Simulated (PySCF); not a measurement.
# Ionising NaTe

UHF-CCSD(T); basis Na def2-SVPD, Te def2-SVPD with ECP28; scalar-relativistic core potentials; PySCF 2.14. Neutral (UHF): doublet (π ↑), Re = 2.873 Å, ωe = 222 cm⁻¹, De = 1.99 eV.

NaTe⁺ (UHF): triplet (π ↑↑), Re = 3.237 Å, ωe = 134 cm⁻¹, De = 0.65 eV to Na⁺ + Te. The energies at the minima are -428.96083 hartree for NaTe and -428.73180 for NaTe⁺.

(1) Work out the adiabatic ionisation energy, without and with harmonic zero-point energies (1 hartree = 27.2114 eV, 1 eV = 8065.5 cm⁻¹), and the change of the bond length.

NaTe⁻ (RHF): singlet (closed shell), Re = 2.791 Å, ωe = 232 cm⁻¹. The energies at the minima are -428.96083 hartree for NaTe and -429.00381 for NaTe⁻.

(2) Work out the adiabatic electron affinity, without and with harmonic zero-point energies (1 hartree = 27.2114 eV, 1 eV = 8065.5 cm⁻¹), and the change of the bond length.

Correlated steps freeze 5 core orbitals. Correlated levels converge slowly with the basis: in double zeta they bind strong bonds too weakly, by up to about 1 eV, and carry superposition errors of some tenths. Spin–orbit coupling is left out, which matters for elements this heavy, above all for dissociation energies. For an ion De counts to the pair picked by the measured ionisation energies or electron affinities, which need not be the lowest pair at this level. The CCSD T1 diagnostic is raised in NaTe⁻, a sign that a single reference may not be enough there. States were picked by a PBE0 search and need not be the measured ground states.

Neutral and ion stand on different kinds of reference determinant, which adds to the error of the difference.

## Answers

(1) At UHF-CCSD(T): 0.22903 hartree = 6.232 eV between the minima; the zero-point term (134.0 − 222.0)/2 cm⁻¹ = -0.005 eV makes it 6.227 eV. Re changes by +36.4 pm against the neutral. The electron leaves a π orbital, and the longer bond of the ion fits a bonding orbital, or a change in how ionic the bond is.

(2) At CCSD(T): 0.04298 hartree = 1.170 eV between the minima; the zero-point term (222.0 − 232.0)/2 cm⁻¹ = -0.001 eV makes it 1.169 eV. Re changes by -8.2 pm against the neutral. The electron enters a π orbital, and the shorter bond of the ion fits a bonding orbital, or a change in how ionic the bond is.
